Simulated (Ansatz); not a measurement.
The same molecule with X = O, S, Se. Ansatz, PBE0-D4/def2-TZVP geometries, multiplicity 1. Each molecule was computed in one conformer, which needn't be the lowest.

Scalar relativity is left out up to krypton.

| X | molecule | mean X–Al bond length / Å | mean X–C bond length / Å | HOMO–LUMO gap (B3LYP/def2-TZVPP) / eV | HOMO energy (ωB97M-V/def2-TZVPP) / eV | HOMO–LUMO gap (PBE/def2-TZVPP) / eV |
| --- | --- | --- | --- | --- | --- | --- |
| O | `C[O][Al]([F])[Cl]` | 1.663 | 1.402 | 7.25 | -11.11 | 5.37 |
| Se | `C[Se][Al]([F])[Cl]` | 2.281 | 1.967 | 5.80 | -9.41 | 4.36 |

Task: Give the row for X = S, `C[S][Al]([F])[Cl]`. (An estimate is asked.)

Result: Computed: 
```json
{"X": "S", "molecule": "`C[S][Al]([F])[Cl]`", "mean X–Al bond length / Å": "2.145", "mean X–C bond length / Å": "1.828", "HOMO–LUMO gap (B3LYP/def2-TZVPP) / eV": "6.16", "HOMO energy (ωB97M-V/def2-TZVPP) / eV": "-9.76", "HOMO–LUMO gap (PBE/def2-TZVPP) / eV": "4.64"}
```

From O to Se the mean X–Al bond length rises at each step, by 0.618 Å in all; the mean X–C bond length rises at each step, by 0.565 Å in all; the HOMO–LUMO gap (B3LYP/def2-TZVPP) falls at each step, by 1.45 eV in all; the HOMO energy (ωB97M-V/def2-TZVPP) rises at each step, by 1.70 eV in all; the HOMO–LUMO gap (PBE/def2-TZVPP) falls at each step, by 1.01 eV in all. Bonds lengthen as the atom grows down the group.

B3LYP here is the variant with VWN-RPA as its local correlation; programs differ in this.

Spin–orbit coupling is left out; it splits and shifts lone-pair levels of the heavy atoms by tenths of an eV.
